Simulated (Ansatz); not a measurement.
The cluster Ag2Au4⁺. Total charge 1; doublet. Geometry PBE-D4/def2-SVP, basis def2-TZVP, Ansatz.

```xyz
6

Au    0.182   -1.602   -0.203
Au    2.086   -1.538    1.673
Au    0.890    0.769    1.039
Au   -0.259    3.055    0.440
Ag   -1.782   -1.565   -2.050
Ag   -1.116    0.882   -0.898
```

```json
{"run": "A", "HOMO (eV)": "-10.10", "LUMO (eV)": "-9.73"}
{"run": "B", "HOMO (eV)": "-10.53", "LUMO (eV)": "-9.06"}
{"run": "C", "HOMO (eV)": "-10.02", "LUMO (eV)": "-9.84"}
{"run": "D", "HOMO (eV)": "-10.11", "LUMO (eV)": "-9.88"}
{"run": "E", "HOMO (eV)": "-10.30", "LUMO (eV)": "-9.43"}
```

In the def2 sets Ag, Au take a core potential; there is no spin–orbit coupling. No other spin state of charge 1 was run. Another isomer (doublet) lies 0.30 eV lower at PBE0-D4/def2-TZVP; other spin states weren't run for this one.

HOMO and LUMO are taken over both spins.

Problem. The runs used BLYP, PBE, PBE0, r2SCAN, r2SCANh. Estimate which is which.

Solution. A r2SCAN (0 % exact exchange); B PBE0 (25 % exact exchange); C BLYP (0 % exact exchange); D PBE (0 % exact exchange); E r2SCANh (10 % exact exchange). Exact exchange lowers occupied and raises empty levels; among semilocal functionals meta-GGAs tend to open the gap a little, and such runs are hard to tell apart. The gap grows from 0.19 eV (BLYP) to 1.48 eV (PBE0).
